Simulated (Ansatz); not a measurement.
Dissociation curve of SiH, doublet.

- UKS-PBE = Ansatz (a program for electronic structure) with unrestricted PBE/aug-cc-pVDZ
- UKS-B3LYP = Ansatz with unrestricted B3LYP/aug-cc-pVDZ
- FCI = full CI/aug-cc-pVDZ, frozen core (Ansatz)

Energies relative to the lowest point of each curve near equilibrium, in eV; the last columns give the error against full CI:

```json
[
 {"R / Å": "1.16", "UKS-PBE": "2.020", "UKS-B3LYP": "1.922", "FCI": "1.939", "UKS-PBE − FCI": "0.081", "UKS-B3LYP − FCI": "-0.017"},
 {"R / Å": "1.24", "UKS-PBE": "1.128", "UKS-B3LYP": "1.052", "FCI": "1.058", "UKS-PBE − FCI": "0.070", "UKS-B3LYP − FCI": "-0.006"},
 {"R / Å": "1.29", "UKS-PBE": "0.739", "UKS-B3LYP": "0.677", "FCI": "0.679", "UKS-PBE − FCI": "0.061", "UKS-B3LYP − FCI": "-0.002"},
 {"R / Å": "1.39", "UKS-PBE": "0.250", "UKS-B3LYP": "0.212", "FCI": "0.211", "UKS-PBE − FCI": "0.038", "UKS-B3LYP − FCI": "0.001"},
 {"R / Å": "1.46", "UKS-PBE": "0.077", "UKS-B3LYP": "0.056", "FCI": "0.055", "UKS-PBE − FCI": "0.022", "UKS-B3LYP − FCI": "0.001"},
 {"R / Å": "1.48", "UKS-PBE": "0.048", "UKS-B3LYP": "0.031", "FCI": "0.030", "UKS-PBE − FCI": "0.017", "UKS-B3LYP − FCI": "0.001"},
 {"R / Å": "1.53", "UKS-PBE": "0.006", "UKS-B3LYP": "0.000", "FCI": "0.000", "UKS-PBE − FCI": "0.006", "UKS-B3LYP − FCI": "0.000"},
 {"R / Å": "1.57", "UKS-PBE": "0.000", "UKS-B3LYP": "0.003", "FCI": "0.003", "UKS-PBE − FCI": "-0.003", "UKS-B3LYP − FCI": "-0.001"},
 {"R / Å": "1.61", "UKS-PBE": "0.015", "UKS-B3LYP": "0.026", "FCI": "0.027", "UKS-PBE − FCI": "-0.012", "UKS-B3LYP − FCI": "-0.001"},
 {"R / Å": "1.71", "UKS-PBE": "0.121", "UKS-B3LYP": "0.151", "FCI": "0.152", "UKS-PBE − FCI": "-0.031", "UKS-B3LYP − FCI": "-0.002"},
 {"R / Å": "1.80", "UKS-PBE": "0.276", "UKS-B3LYP": "0.320", "FCI": "0.321", "UKS-PBE − FCI": "-0.045", "UKS-B3LYP − FCI": "0.000"},
 {"R / Å": "1.94", "UKS-PBE": "0.580", "UKS-B3LYP": "0.645", "FCI": "0.637", "UKS-PBE − FCI": "-0.058", "UKS-B3LYP − FCI": "0.008"},
 {"R / Å": "2.11", "UKS-PBE": "0.993", "UKS-B3LYP": "1.080", "FCI": "1.049", "UKS-PBE − FCI": "-0.056", "UKS-B3LYP − FCI": "0.031"},
 {"R / Å": "2.32", "UKS-PBE": "1.507", "UKS-B3LYP": "1.616", "FCI": "1.532", "UKS-PBE − FCI": "-0.026", "UKS-B3LYP − FCI": "0.084"},
 {"R / Å": "2.50", "UKS-PBE": "1.914", "UKS-B3LYP": "2.034", "FCI": "1.891", "UKS-PBE − FCI": "0.023", "UKS-B3LYP − FCI": "0.143"},
 {"R / Å": "2.76", "UKS-PBE": "2.392", "UKS-B3LYP": "2.480", "FCI": "2.297", "UKS-PBE − FCI": "0.095", "UKS-B3LYP − FCI": "0.184"},
 {"R / Å": "3.03", "UKS-PBE": "2.696", "UKS-B3LYP": "2.762", "FCI": "2.578", "UKS-PBE − FCI": "0.119", "UKS-B3LYP − FCI": "0.184"},
 {"R / Å": "3.38", "UKS-PBE": "2.898", "UKS-B3LYP": "2.963", "FCI": "2.778", "UKS-PBE − FCI": "0.120", "UKS-B3LYP − FCI": "0.185"},
 {"R / Å": "3.81", "UKS-PBE": "2.995", "UKS-B3LYP": "3.079", "FCI": "2.878", "UKS-PBE − FCI": "0.117", "UKS-B3LYP − FCI": "0.201"},
 {"R / Å": "4.14", "UKS-PBE": "3.020", "UKS-B3LYP": "3.118", "FCI": "2.908", "UKS-PBE − FCI": "0.112", "UKS-B3LYP − FCI": "0.210"},
 {"R / Å": "4.59", "UKS-PBE": "3.033", "UKS-B3LYP": "3.141", "FCI": "2.925", "UKS-PBE − FCI": "0.109", "UKS-B3LYP − FCI": "0.217"},
 {"R / Å": "5.36", "UKS-PBE": "3.039", "UKS-B3LYP": "3.152", "FCI": "2.932", "UKS-PBE − FCI": "0.107", "UKS-B3LYP − FCI": "0.220"},
 {"R / Å": "6.15", "UKS-PBE": "3.040", "UKS-B3LYP": "3.155", "FCI": "2.934", "UKS-PBE − FCI": "0.106", "UKS-B3LYP − FCI": "0.221"}
]
```

UKS-PBE is furthest from FCI at 3.38 (0.120 eV, above); its mean absolute error over the points is 0.062 eV.

UKS-B3LYP is furthest from FCI at 6.15 (0.221 eV, above); its mean absolute error over the points is 0.083 eV.

The unrestricted determinant behind UKS-PBE, UKS-B3LYP is spin-contaminated at 2.76 to 6.15 Å (<S²> up to 1.8, against 0.75 for a pure doublet).
